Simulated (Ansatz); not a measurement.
Basis-set extrapolation for `C=CC1[SiH2]B1F` (PBE0-D4/def2-TZVP geometry, frozen core, Ansatz). Multiplicity 1, RHF reference.

```json
{"": "HF", "def2-TZVPP": "-530.219510", "def2-QZVPP": "-530.238897"}
{"": "MP2 correlation", "def2-TZVPP": "-0.949865", "def2-QZVPP": "-1.019583"}
{"": "CCSD(T) correlation", "def2-TZVPP": "-1.037148", "def2-QZVPP": "not run"}
```

Energies in hartree. Use E(X) = E(∞) + A·exp(−7.88·√X) for Hartree–Fock and E(X) = E(∞) + B·X^(−2.97) for correlation, with X = 3 and 4, and add CCSD(T) minus MP2 of the smaller set to the MP2 limit.

Q: What is the CCSD(T) energy at the basis-set limit?

A: HF limit: -530.238897 + (-0.019387) × 0.13774 = -530.24157. MP2 limit: -1.019583 + (-0.069718) × 0.74074 = -1.07123. Higher-order term: -1.037148 − (-0.949865) = -0.08728. Total: -531.40008 hartree, 3.90 eV below CCSD(T)/def2-TZVPP.
